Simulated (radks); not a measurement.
Valence configurations of In I (all share [Kr]). All-electron calculation, scalar-relativistic Kohn-Sham, LDA (Slater exchange, Perdew-Wang correlation), spin-polarised, spherical densities, finite nucleus; open shells are filled with parallel spins first (spin-orbit coupling, left out, can overturn this in heavy ions); Fermi nuclear charge, rms radius 4.6156 fm. Program: a radial shooting solver on a logarithmic mesh with Libxc functionals. Energies are relative to 4d10 5s2 5p1; eigenvalues in eV for spin up.

[
 {"valence": "4d10 5s2 5p1", "E (eV)": "0.000", "moment (Bohr magnetons)": "1", "e(4d)": "-18.708", "e(5p)": "-2.900", "e(5s)": "-8.666"},
 {"valence": "4d10 5s1.5 5p1.5", "E (eV)": "2.544", "moment (Bohr magnetons)": "2", "e(4d)": "-19.491", "e(5p)": "-3.407", "e(5s)": "-9.357"},
 {"valence": "4d10 5s1 5p2", "E (eV)": "4.856", "moment (Bohr magnetons)": "3", "e(4d)": "-20.185", "e(5p)": "-3.853", "e(5s)": "-9.969"},
 {"valence": "4d9.5 5s2 5p1.5", "E (eV)": "8.325", "moment (Bohr magnetons)": "2", "e(4d)": "-21.641", "e(5p)": "-3.584", "e(5s)": "-9.829"},
 {"valence": "4d10 5p3", "E (eV)": "11.083", "moment (Bohr magnetons)": "3", "e(4d)": "-21.599", "e(5p)": "-4.465", "e(5s)": "-"},
 {"valence": "4d9 5s2 5p2", "E (eV)": "17.561", "moment (Bohr magnetons)": "3", "e(4d)": "-24.544", "e(5p)": "-4.230", "e(5s)": "-10.927"},
 {"valence": "4d9 5p4", "E (eV)": "31.347", "moment (Bohr magnetons)": "3", "e(4d)": "-27.326", "e(5p)": "-5.423", "e(5s)": "-"},
 {"valence": "4d8.5 5s0.5 5p4", "E (eV)": "38.456", "moment (Bohr magnetons)": "4", "e(4d)": "-29.526", "e(5p)": "-5.760", "e(5s)": "-13.275"},
 {"valence": "4d8 5s2 5p3", "E (eV)": "38.734", "moment (Bohr magnetons)": "5", "e(4d)": "-30.324", "e(5p)": "-5.453", "e(5s)": "-12.988"}
]

NIST lists [Kr] 4d10 5s2 5p1 as the ground configuration; this level of theory agrees among the configurations tried. The energies are those of spherical high-spin densities, not of single terms.
